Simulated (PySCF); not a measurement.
# How the method changes the shape and vibrations of AlCFH3O

These are calculations, not measurements. The program is PySCF 2.14.0, an open-source quantum chemistry code, run on an isolated molecule that a program drew, which may never have been made. The molecule is AlCFH3O (charge 0, doublet), drawn as the SMILES string `O[CH][AlH][F]`.

The geometry was optimised and harmonic frequencies were computed with HF and MP2, all in the cc-pV(D+d)Z basis, for the commonest isotopes, with a restricted reference for singlets and an unrestricted one otherwise, and a frozen core in MP2. Each result is a local minimum of its method.

Geometry at the HF minimum:
```xyz
7
AlCFH3O, angstrom
O    -0.4076   -2.3083   -0.1327
C    -1.3807   -1.5680    0.4538
Al   -2.3949   -0.1541   -0.3415
F    -3.5321    0.5955    0.5974
H    -0.2703   -2.0417   -1.0296
H    -1.5113   -1.9013    1.4806
H    -2.1922    0.3137   -1.8268
```

Lengths of the bonds as drawn, in Å (atoms numbered as above):
```
  bond     HF    MP2
 O1-C2  1.356  1.367
C2-Al3  1.913  1.917
Al3-F4  1.654  1.675
 O1-H5  0.946  0.969
 C2-H6  1.087  1.098
Al3-H7  1.570  1.574
```

Rotational constants, in GHz:
```
constant,HF,MP2
A,25.63,26.16
B,2.647,2.598
C,2.399,2.363
```

Harmonic frequencies in cm^-1, each column in rising order, so a row needn't be the same motion in every method:
| rank | HF | MP2 |
|---|---|---|
| 1 | 142 | 130 |
| 2 | 146 | 144 |
| 3 | 327 | 309 |
| 4 | 370 | 402 |
| 5 | 515 | 494 |
| 6 | 684 | 659 |
| 7 | 706 | 691 |
| 8 | 710 | 763 |
| 9 | 867 | 845 |
| 10 | 1267 | 1193 |
| 11 | 1332 | 1289 |
| 12 | 1544 | 1450 |
| 13 | 2032 | 1993 |
| 14 | 3292 | ? |
| 15 | 4141 | 3812 |

**Estimate the missing MP2 frequency from the HF column.**

A single factor s that minimises the squared misfit of MP2 against s times HF over the other rows is sum(HF x MP2) / sum(HF^2) = 0.9412, with an rms misfit of 45 cm^-1. For rank 14 it gives 0.9412 x 3292 = 3098 cm^-1. The calculation gives 3203 cm^-1, 105 cm^-1 above the estimate. The drawn bonds are on average 1.0 % longer in MP2 than in HF.
